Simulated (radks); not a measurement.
Q: These are the eigenvalues of the occupied orbitals of an atom or ion with whole-number occupations (eV). Method: Dirac Kohn-Sham, relativistic LDA (MacDonald-Vosko exchange, VWN5 correlation), spin-unpolarised, spherical densities, finite nucleus; Fermi nuclear charge, rms radius of each element as measured or else 0.836 A^(1/3) + 0.57 fm; computed with a radial shooting solver on a logarithmic mesh with Libxc functionals.

orbital  eigenvalue
1s1/2     -33081.31
2s1/2     -5386.065
2p1/2     -5080.253
2p3/2     -4784.308
3s1/2     -1330.311
3p1/2     -1203.050
3p3/2     -1146.744
3d3/2     -921.5704
3d5/2     -909.5927
4s1/2     -460.1229
4p1/2     -413.1596
4p3/2     -400.0585
4d3/2     -321.6780

Which element is it, and in what charge state? The configuration may be excited. Open shells, if any, fill j = l - 1/2 first.

A: Z = 53, iodine, charge +14: I14+ in [Kr] 4d3. The list shows which subshells hold electrons but not how many an open one holds; the 1s level, -1215.7 hartree, gives Z - s = 49.3 by -(Z - s)^2/2, which with screening and relativity narrows Z to a few neighbours, and the depths of the outer levels then fix element, charge and occupations together.
